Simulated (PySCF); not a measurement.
**ORD: `OC[C@H]1C[C@@H](Cl)[C@@H]1Br`, C₅H₈BrClO**

Geometry:
| atom | x (Å) | y (Å) | z (Å) |
| --- | --- | --- | --- |
| O1 | 1.923 | 0.850 | -0.427 |
| C2 | 1.453 | -0.401 | -0.848 |
| C3 | -0.013 | -0.658 | -0.487 |
| C4 | -0.326 | -0.728 | 1.022 |
| C5 | -1.188 | 0.536 | 0.903 |
| Cl6 | -0.552 | 1.941 | 1.796 |
| C7 | -0.903 | 0.591 | -0.601 |
| Br8 | -2.479 | 0.386 | -1.718 |
| H9 | 1.783 | 0.950 | 0.523 |
| H10 | 2.064 | -1.216 | -0.430 |
| H11 | 1.571 | -0.403 | -1.935 |
| H12 | -0.374 | -1.519 | -1.050 |
| H13 | 0.538 | -0.622 | 1.674 |
| H14 | -0.888 | -1.609 | 1.325 |
| H15 | -2.235 | 0.428 | 1.183 |
| H16 | -0.383 | 1.485 | -0.944 |

Method used: TDDFT B3LYP/def2-SVPD circular dichroism and optical rotation, one conformer, gas phase in PySCF. Geometry: GFN2-xTB.

The molecule is flexible and this is one conformer; a measurement averages over conformers. The calculation is non-relativistic, which matters for the atoms heavier than Zn.

Stereocentres: C3 R, C5 R, C7 R.

(1) Give the optical rotatory dispersion at 633, 589.3, 546, 436, 405, 365, 355 nm.

(2) And for the mirror image at 589.3 nm?

(3) What is the molar rotation [Φ] = [α]·M/100 of the geometry above at 589.3 nm?

Answers

(1) [α] in deg dm⁻¹ (g/mL)⁻¹:
| λ (nm) | origin-invariant length gauge | modified velocity gauge | length gauge (centre of mass) | isotropic polarisability (au) |
| --- | --- | --- | --- | --- |
| 633 | -14.3 | -18.9 | -11.5 | 100.5 |
| 589.3 | -16.5 | -21.9 | -13.3 | 100.8 |
| 546 | -19.2 | -25.6 | -15.4 | 101.3 |
| 436 | -29.1 | -39.6 | -23.0 | 103.2 |
| 405 | -32.7 | -45.1 | -25.5 | 104.1 |
| 365 | -36.7 | -52.4 | -27.6 | 105.7 |
| 355 | -37.2 | -54.0 | -27.5 | 106.2 |

(2) +16.5 deg dm⁻¹ (g/mL)⁻¹ (origin-invariant length gauge): the same size and the opposite sign.

(3) With M = 199.47 g/mol, -32.9 deg cm² dmol⁻¹ (origin-invariant length gauge).

The first excitation lies at 5.64 eV (220 nm) with R = +6.3 × 10⁻⁴⁰ esu² cm² (velocity form).
